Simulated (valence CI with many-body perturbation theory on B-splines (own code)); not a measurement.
Hyperfine factors and g values of Re52+

Calculated by valence CI with perturbative core correlation (CI+MBPT): five valence electrons over a frozen Dirac-Fock core [Ar], a basis of 7 s, 7 p, 8 d, 6 f, 4 g, 1 h functions for each j, with the one-electron correlation potential Σ1 (screened to all orders), the two-electron term Σ2, the three-electron term Σ3, Breit, model QED; selected single and double excitations, second order for the rest (own B-spline code, finite nucleus).

The last digits are not significant, and no measured levels were compared; by estimate large intervals hold to a few tenths of a per cent, small ones and those within an open d or f shell to about a per cent. Among the levels kept, up to 250 cm⁻¹ of a level comes from second order outside the variational space, and about a tenth of that is noise between levels of different J, which matters for small intervals. The list stops below the first excitations out of the core. Only levels of the ground parity were solved; by the run's estimate the other parity begins above the list, which can be wrong where configurations are misplaced.

A/g_I is the dipole constant over the nuclear g factor μ/I (μ in nuclear magnetons, uniformly magnetised nucleus), B/Q the quadrupole constant per barn. Both hold the static response of the core; the bare values leave it out. Large factors of s and p1/2 electrons are usually good to 5 to 10 %; those of open d and f shells near neutrality can be off by tens of per cent, and small factors of p3/2, d and f electrons come from cancelling terms and can be off by a factor of two or in sign, in half-filled shells by more. B is blank for J = 1/2, where it vanishes, and for nearly pure S terms. Energies count from the lowest level.

Levels are named by their leading jj configuration (3d3/2^4 stands for four electrons in 3d with j = 3/2), which in mixed levels can hold well under half, so a name can repeat and another be missing. Letters in brackets count levels of one name in rising energy.

```tsv
Level	E (cm⁻¹)	g	A/g_I (MHz)	A/g_I bare	B/Q (MHz/b)	B/Q bare
(3d3/2^4 3d5/2) J=5/2	0	1.275	38000	39000	72500	73100
(3d3/2^3 3d5/2^2) J=5/2 [a]	507320	1.330	23000	24200	27100	27300
(3d3/2^3 3d5/2^2) J=7/2 [a]	602480	1.158	45600	46300	78900	79700
(3d3/2^3 3d5/2^2) J=11/2	612500	1.097	58800	59300	-2560	-2750
(3d3/2^3 3d5/2^2) J=3/2 [a]	618200	1.147	58200	58800	65100	65800
(3d3/2^3 3d5/2^2) J=9/2	658920	1.129	52400	53000	80500	81300
(3d3/2^3 3d5/2^2) J=5/2 [b]	690140	1.128	54100	54700	-4710	-4720
(3d3/2^3 3d5/2^2) J=1/2	721130	1.783	-30500	-27900		
(3d3/2^3 3d5/2^2) J=7/2 [b]	726630	1.070	63900	64300	-86400	-87300
(3d3/2^3 3d5/2^2) J=3/2 [b]	868250	0.798	101000	101000	-84500	-85300
(3d3/2^2 3d5/2^3) J=5/2 [a]	1101000	1.308	18100	19200	4340	4400
(3d3/2^2 3d5/2^3) J=7/2 [a]	1172600	1.207	38700	39500	-3550	-3590
(3d3/2^2 3d5/2^3) J=11/2	1175300	1.087	57400	57800	1300	1320
(3d3/2^2 3d5/2^3) J=9/2 [a]	1192200	1.139	49600	50200	-7720	-7810
(3d3/2^2 3d5/2^3) J=13/2	1216300	1.065	61800	62200	-77.1	-69.1
(3d3/2^2 3d5/2^3) J=1/2 [a]	1233200	0.444	163000	162000		
(3d3/2^2 3d5/2^3) J=3/2 [a]	1242900	1.161	48200	48800	2240	2240
(3d3/2^2 3d5/2^3) J=5/2 [b]	1251700	1.020	68100	68400	-7650	-7700
(3d3/2^2 3d5/2^3) J=9/2 [b]	1294700	1.096	56700	57200	1940	1960
(3d3/2^2 3d5/2^3) J=7/2 [b]	1314700	0.979	75800	75900	-1850	-1880
(3d3/2^2 3d5/2^3) J=5/2 [c]	1333200	1.046	64100	64400	7720	7770
(3d3/2^2 3d5/2^3) J=3/2 [b]	1336300	0.852	94000	93700	6260	6360
(3d3/2^2 3d5/2^3) J=7/2 [c]	1386600	1.028	68500	68800	2210	2230
(3d3/2^2 3d5/2^3) J=1/2 [b]	1387400	1.754	-39900	-37500		
(3d3/2^2 3d5/2^3) J=9/2 [c]	1459000	1.102	55700	56200	25100	25400
(3d3/2^2 3d5/2^3) J=3/2 [c]	1586100	1.177	45100	45800	-20700	-21000
(3d3/2^2 3d5/2^3) J=5/2 [d]	1616700	1.177	44900	45600	18500	18700
(3d3/2 3d5/2^4) J=5/2 [a]	1775800	1.232	27100	28000	-33100	-33300
(3d3/2 3d5/2^4) J=7/2 [a]	1849700	1.177	44000	44700	-91500	-92400
(3d3/2 3d5/2^4) J=11/2	1861400	1.067	60000	60300	1290	1480
(3d3/2 3d5/2^4) J=3/2	1876000	0.987	64400	64500	-69200	-69900
(3d3/2 3d5/2^4) J=9/2	1921900	1.111	53200	53700	-99800	-101000
(3d3/2 3d5/2^4) J=5/2 [b]	1960400	1.106	53900	54400	15800	16000
(3d3/2 3d5/2^4) J=7/2 [b]	1988700	1.012	67100	67300	102000	103000
```

(1) Take the isotope of mass number 185, with I = 5/2, μ = 3.176 μN and Q = 2.07 b. What is the hyperfine structure of (3d3/2^3 3d5/2^2) J=11/2?

Results:

(1) From the table A = 74700 MHz, B = -5290 MHz. Shifts from the centre of gravity in MHz: F = 3: -1220000, F = 4: -916000, F = 5: -541000, F = 6: -91900, F = 7: 431000, F = 8: 1030000.
